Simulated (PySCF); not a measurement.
SMILES ClC[SiH2]c1ccccc1 at its GFN2-xTB optimised geometry (Å):

```
18

Cl    -1.5241    -3.8691    -1.1258
C     -0.5533    -2.3716    -1.1049
Si    -1.4149    -1.0997     0.0362
C     -0.4238     0.5069     0.0000
C     -1.0736     1.7382     0.0046
C     -0.3637     2.9251     0.0026
C      1.0208     2.9036     0.0001
C      1.6867     1.6895     0.0000
C      0.9696     0.5069     0.0000
H     -0.4767    -2.0373    -2.1373
H      0.4379    -2.6571    -0.7615
H     -2.7670    -0.8742    -0.4787
H     -1.4521    -1.6653     1.3887
H     -2.1537     1.7632     0.0085
H     -0.8896     3.8691     0.0030
H      1.5786     3.8286    -0.0016
H      2.7670     1.6657    -0.0002
H      1.5015    -0.4341     0.0000
```

Calculation: PySCF with PBE/def2-SVP.

Map of the Laplacian of the electron density (e/bohr⁵), clipped to [-1.50, 1.50] on the plane z = 0.6 Å:

```
|0000000000000000000000000|
|0000000000000000000000000|
|0000000000000000000000000|
|0000000000000000000000000|
|0000000000000000000000000|
|0000000000001100000000000|
|0000000000000000000000000|
|0000000000001000000000000|
|0000000000001100000000000|
|0000000000001010000000000|
|0000000000001100000000000|
|0000000000000001000000000|
|0000000000000100000000000|
|0000000000000000000000000|
|0000000009300000000000000|
|0000000003000000000000000|
|0000000000000000000000000|
|0000000000000000000000000|
|0000000000000000000000000|
|0000000000000000000000000|
|0000000000000000000000000|
|0000000000000000000000000|
|0000000000000000000000000|
|0000000000000000000000000|
|0000000000000000000000000|
```
Scale: ten equal steps from -0.015 (start of '0') to 1.50 (end of '9'), in the order '0123456789'; x runs from -6.00 to 6.00, y from -6.00 (bottom) to 6.00 (top).
